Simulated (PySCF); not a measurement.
A geometry optimisation on `F[SiH2]C/C=C\Cl`.

Computed with PBE0-D3(BJ)/def2-SVP geometry optimisation, gas phase (PySCF 2.14.0). Start geometry: GFN2-xTB. A driver script takes a list of jobs; this job's settings line and coordinates (Å) are shown.

Command:
```bash
OMP_NUM_THREADS=1 python probes_run.py task.json out
```

Input:
```
{"job": {"xc": "PBE0", "basis": "def2-SVP", "d3": "d3bj", "grid": 1, "shake": 0.01, "kind": "geom"}, "charge": 0, "multiplicity": 1}
F     -1.888080    -1.748800    -0.232660
Si    -1.689980    -0.137350    -0.381080
C     -0.265800     0.312880     0.784240
C      1.033120    -0.384250     0.384740
C      1.927560     0.096440    -0.426170
Cl     1.830270     1.690110    -1.104610
H     -1.339320     0.071830    -1.776210
H     -2.919070     0.469430     0.061230
H     -0.088680     1.397920     0.790690
H     -0.510670     0.031540     1.823290
H      1.124360    -1.397060     0.764290
H      2.825970    -0.430960    -0.696790
```

Output:
```
step   0  E = -966.59445908  max force = 0.056266
step   1  E = -966.59607047  max force = 0.016521
step   2  E = -966.59805313  max force = 0.010113
step   3  E = -966.59929306  max force = 0.009823
step   4  E = -966.59988601  max force = 0.004825
step   5  E = -966.59972276  max force = 0.007026
step   6  E = -966.60007664  max force = 0.001408
step   7  E = -966.60012598  max force = 0.000543
step   8  E = -966.60013083  max force = 0.000393
optimisation converged
```

Energies in Eh; «max force» is the largest Cartesian gradient component in Eh/bohr.

Task: At which steps does the energy rise by more than 1e-5 Eh?

Result: At step 5 (+0.16 mEh).

Main results: final energy -966.60013 Eh after 8 steps; dipole 1.01 D.

Task: Where do the atoms end?

Result: 0.051 Å rms from the input after alignment:
```
atom  x, y, z in Å
F1    -2.4274   -1.0499    0.0425
Si2   -1.6707    0.3912    0.1284
C3     0.0263    0.1172    0.8871
C4     0.8824   -0.7303    0.0120
C5     1.7398   -0.2892   -0.9119
Cl6    2.0265    1.3911   -1.2079
H7    -1.5547    0.9295   -1.2534
H8    -2.4966    1.2843    0.9907
H9     0.4820    1.1100    1.0413
H10   -0.1165   -0.3466    1.8767
H11    0.7786   -1.8174    0.0922
H12    2.3310   -0.9516   -1.5462
```

On Arm Neoverse V1, one thread, shared host with 32 logical CPUs at a one-minute load of 32, this took 58 s of wall time and 0.51 GiB of memory at its peak.
Labels such as C1 count atoms from 1, the log's own numbers from 0.
